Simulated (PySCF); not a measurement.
## MP cations for M along group 14

r²SCAN with double-zeta basis sets in PySCF, for the lowest determinant that a PBE0 search found; no spin–orbit coupling. De refers to high-spin ground-configuration atoms (the charge goes to the atom of lower measured ionisation energy or higher electron affinity, which is not always the lowest computed limit). A positive dipole points towards P; it is taken about the centre of mass and depends on that origin.

| M | basis | charged atom | state (unpaired electrons) | Re (Å) | ωe (cm⁻¹) | De (eV) | μ (D) |
| --- | --- | --- | --- | --- | --- | --- | --- |
| Si | x2c-SVPall | Si+ | triplet (π ↑↑) | 2.243 | 492 | 2.93 | -1.79 |
| Ge | def2-SVP | Ge+ | triplet (π ↑↑) | 2.318 | 385 | 2.73 | 0.22 |
| Sn | def2-SVPD | Sn+ | triplet (π ↑↑) | 2.539 | 327 | 2.29 | 0.12 |
| Pb | def2-SVP | Pb+ | triplet (π ↑↑) | 2.629 | 295 | n/a | -0.05 |

The shortest bond is that of SiP⁺ (2.243 Å), the longest that of PPb⁺ (2.629 Å).

The rows differ in basis set, which adds steps of its own.

Down a group the atoms grow and get heavier, so bonds lengthen and wavenumbers fall; this series shows no clear exception.

These are scalar-relativistic numbers at best; spin–orbit coupling would shift them, the dissociation energy most. For an ion De counts to the pair picked by the measured ionisation energies or electron affinities, which need not be the lowest pair at this level. States were picked by a PBE0 search and need not be the measured ground states.
